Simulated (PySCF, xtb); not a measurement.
C3H8FNSi, SMILES C=C[Si@H](F)NC.

GFN2-xTB (xtb) at its own geometry gives an orbital gap of 3.89 eV and a dipole moment of 2.02 D.

Geometry: ωB97X-D3(BJ)/def2-SVP. The structure was generated by enumeration; whether it is a known compound was not checked. The values are those of a single conformer.

### Question
What does PBE/def2-TZVP run with PySCF give? (The exact figures need the calculation; the answer reports its results.)

### Answer
gap 4.17 eV (levels -5.79 and -1.62 eV), dipole 1.97 D.
